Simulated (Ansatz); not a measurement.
Question: Name a neutral molecule of C, O, Si and H with size of the dipole moment (B3LYP/def2-TZVPP) between 0.80 and 1.10 D and size of the dipole moment (PBE/def2-TZVPP) between 0.85 and 1.15 D (Ansatz, PBE0-D4/def2-TZVP geometry).

Answer: `C=C[SiH2][SiH](O)O` (0.86 D, 0.92 D); `C=C[SiH2][SiH2]O` (1.05 D, 1.06 D); `CO[SiH2]C[SiH3]` (0.93 D, 0.93 D). Other molecules can fit too; these were computed, each in one conformer that needn't be the lowest.

B3LYP here is the variant with VWN-RPA as its local correlation; programs differ in this.
